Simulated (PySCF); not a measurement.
(3Z)-hexa-1,3-dien-5-yne (C6H6), SMILES C=C/C=C\C#C.

Geometry optimised at B3LYP-D3(BJ)/def2-SVP. The values are those of a single conformer.

Level of theory: SMD-B3LYP/6-31G* run with PySCF.

Solvation free energies are E(SMD) − E(gas) at the gas-phase geometry, for 1 M in both phases. In vacuum the dipole moment is 0.44 D.

```tsv
solvent	ΔG(solv) (kcal/mol)	its non-electrostatic (CDS) part	dipole (D)
water	0.2	5.4	0.85
1-octanol	-2.6	1.9	0.78
tetrahydrofuran	-3.8	0.4	0.76
```
